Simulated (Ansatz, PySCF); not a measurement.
In(Cl)(vinyl)(OH) (C2H4ClInO), SMILES C=[CH][In]([OH])[Cl]. Atoms are numbered in the order given.

```xyz
9

In     0.1558     0.0815     0.0283
Cl    -2.0386     0.3972     0.8809
C      0.6787    -1.3946    -1.4200
C      1.9335    -1.5306    -1.8651
H     -0.1139    -2.0495    -1.7978
H      2.1950    -2.2928    -2.6107
H      2.7592    -0.9005    -1.5178
O      1.4822     1.3573     0.8167
H      1.0676     1.9544     1.4558
```
Charge 0, spin multiplicity 1.

Coordinates come from a B3LYP-D3(BJ)/def2-SVP optimisation. The structure was generated by enumeration; whether it is a known compound was not checked. The def2 effective core potentials stand for the cores of In; spin–orbit coupling is left out. The values are those of a single conformer.

Two levels are set side by side: PBE-D3(BJ)/def2-SVP (Ansatz, a first-principles code) and B3LYP-D3(BJ)/def2-SVP (Ansatz). Each level has its own optimised geometry; the coordinates shown are those of the second. Frequencies come from the Hessian of PySCF at each geometry. Differences are taken from unrounded values.

```tsv
quantity	B3LYP-D3(BJ)
mean bond length (Å)	1.513
bond In1–Cl2 (Å)	2.375
bond In1–C3 (Å)	2.133
bond In1–O8 (Å)	2.002
bond C3–C4 (Å)	1.338
bond C3–H5 (Å)	1.095
bond C4–H6 (Å)	1.098
bond C4–H7 (Å)	1.095
bond O8–H9 (Å)	0.968
highest harmonic wavenumber (cm⁻¹)	3821
mean harmonic wavenumber (cm⁻¹)	1156
zero-point energy (kcal/mol)	34.69
```

Question: What does PBE-D3(BJ) give, and how far is it from B3LYP-D3(BJ)? (Estimate from the structure and the level; the computed values follow.)

Answer: 
```
quantity                            PBE-D3(BJ)  PBE-D3(BJ) minus B3LYP-D3(BJ)
----------------------------------  ----------  -----------------------------
mean bond length (Å)                     1.521                          0.008
bond In1–Cl2 (Å)                         2.381                          0.006
bond In1–C3 (Å)                          2.137                          0.004
bond In1–O8 (Å)                          2.017                          0.015
bond C3–C4 (Å)                           1.346                          0.007
bond C3–H5 (Å)                           1.104                          0.008
bond C4–H6 (Å)                           1.106                          0.008
bond C4–H7 (Å)                           1.103                          0.008
bond O8–H9 (Å)                           0.978                          0.010
highest harmonic wavenumber (cm⁻¹)        3703                           -118
mean harmonic wavenumber (cm⁻¹)           1125                            -31
zero-point energy (kcal/mol)             33.76                          -0.93
```

Exact exchange shortens and stiffens bonds; PBE has none. Differences between two approximate levels are no errors against the true value.
